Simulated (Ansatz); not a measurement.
Nb2O4⁻, relaxed as a doublet with UKS PBE0-D4/def2-SVPD in Ansatz, starting from the GFN2-xTB geometry. Force threshold 0.02 eV/Å.

In the def2 sets Nb takes a core potential; there is no spin–orbit coupling. The structure holds 1 bond(s) between oxygen atoms. The charge -1 doublet is spin-contaminated (final ⟨S²⟩ up to 1.55, 0.75 for a pure state). The relaxation made no stability test and no search for a lower SCF solution. No other spin state of charge -1 was run. Another isomer (doublet) lies 4.99 eV lower at PBE0-D4/def2-TZVPD; other spin states weren't run for this one.

Start:

Cartesian coordinates in Å:
```
Nb 1.5581 -0.0836 0.0376
Nb -1.4854 0.2742 -0.1045
O -1.0071 -1.4133 0.5113
O -2.3025 1.6453 -0.6158
O 0.4160 -1.3781 0.4978
O 2.8208 0.9556 -0.3264
```

**Question.** Estimate the energy that the relaxation releases and the steps that it takes.

**Answer.** 290.5 kJ/mol, in 14 steps; 69 s on 4 threads of Intel Xeon on a shared host. No frequencies were taken in this run, so the end may be a saddle point.

**Question.** Does the start keep its bonding?

**Answer.** By distances, no bond broke or formed. The bond that changes most is Nb2–O5, from 2.59 to 2.29 Å (atoms count from 1).

**Question.** Predict the relaxed structure.

**Answer.** 
Cartesian coordinates in Å:
```
Nb 1.508 -0.205 -0.437
Nb -1.129 0.060 -0.525
O -1.094 -1.270 0.960
O -1.787 1.657 -0.439
O 0.226 -1.517 0.430
O 2.275 1.275 0.011
```
Bond lengths (bridged metal pairs left out): 5 × Nb–O 1.73 to 2.29 Å; 1 × O–O 1.44 Å.
